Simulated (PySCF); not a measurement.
# CsK at PBE0

Computed with PBE0; Cs def2-SVPD with ECP46, K def2-SVPD; scalar-relativistic core potentials (PySCF 2.14).

For CsK, the state is ³Σ⁺ (triplet), unpaired electrons σ ↑↑, a second solution, started from another occupation, the bond length is 5.943 Å and the harmonic wavenumber is 20.2 cm⁻¹. The force constant is 0.00726 mdyn/Å and the rotational constant Be is 0.01584 cm⁻¹. The anharmonicity ωexe is 0.257 cm⁻¹ and the vibration–rotation constant αe is 0.000208 cm⁻¹. The energy of the minimum from ground-state Cs + K is -0.033 eV, the bond order (Mayer) is 0.20 and the dipole moment (positive dipole means Cs(−)K(+)) is -0.54 D.

Spin–orbit coupling is left out.
